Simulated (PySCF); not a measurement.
# How far are cheaper levels from CCSD(T)/CBS for ZnH⁻?

PySCF; the state is a singlet (closed shell). The composite is CCSD(T) extrapolated to the basis-set limit from two correlation-consistent sets, with core-valence (CV) and scalar-relativistic (SR) terms as its label shows; it has no spin–orbit coupling and nothing beyond (T). Here it is CCSD(T)/CBS(DT)+CV. It gives Re = 1.757 Å, ωe = 1062 cm⁻¹ and De = 1.00 eV to Zn + H⁻.

```csv
level,basis,relativity,Re (Å),ωe (cm⁻¹),De (eV)
RHF-CCSD,aug-pcseg-1,no relativity,1.733,1254,1.22
RHF-CCSD(T),aug-pcseg-1,no relativity,1.730,1254,1.26
LDA,aug-pcseg-1,no relativity,1.766,1083,1.32
PBE,aug-pcseg-1,no relativity,1.802,1010,1.13
PBEsol,aug-pcseg-1,no relativity,1.779,1056,1.23
r²SCAN,aug-pcseg-1,no relativity,1.765,1101,1.25
PBE0,aug-pcseg-1,no relativity,1.782,1080,1.21
PBE0,aug-cc-pVDZ-PP/aug-cc-pVDZ,scalar-relativistic core potentials,1.777,1057,1.15
M06,aug-pcseg-1,no relativity,1.833,966,1.07
```

Question: Give the difference of each row from the composite.

Answer: 

```tsv
level	basis	ΔRe (pm)	Δωe (%)	ΔDe (eV)
RHF-CCSD	aug-pcseg-1	-2.4	+18.1	+0.22
RHF-CCSD(T)	aug-pcseg-1	-2.7	+18.1	+0.26
LDA	aug-pcseg-1	+0.9	+2.0	+0.32
PBE	aug-pcseg-1	+4.5	-4.9	+0.13
PBEsol	aug-pcseg-1	+2.2	-0.6	+0.23
r²SCAN	aug-pcseg-1	+0.8	+3.7	+0.25
PBE0	aug-pcseg-1	+2.5	+1.7	+0.21
PBE0	aug-cc-pVDZ-PP/aug-cc-pVDZ	+2.0	-0.5	+0.15
M06	aug-pcseg-1	+7.6	-9.0	+0.07
```

Question: Which rows come closest in De?

Answer: M06 in aug-pcseg-1 (+0.07 eV), counted from the composite.

Correlated steps freeze the inner cores (4 to 5 orbitals); shallow outer-core shells are correlated. Correlated levels converge slowly with the basis: in double zeta they bind strong bonds too weakly, by up to about 1 eV, and carry superposition errors of some tenths. For an ion De counts to the pair picked by the measured ionisation energies or electron affinities, which need not be the lowest pair at this level. The highest Kohn–Sham level is positive in some of these anions. Much of that is self-interaction error, but it also means that the finite basis helps to hold the extra electron. The CCSD T1 diagnostic is raised in ZnH⁻, a sign that a single reference may not be enough there.
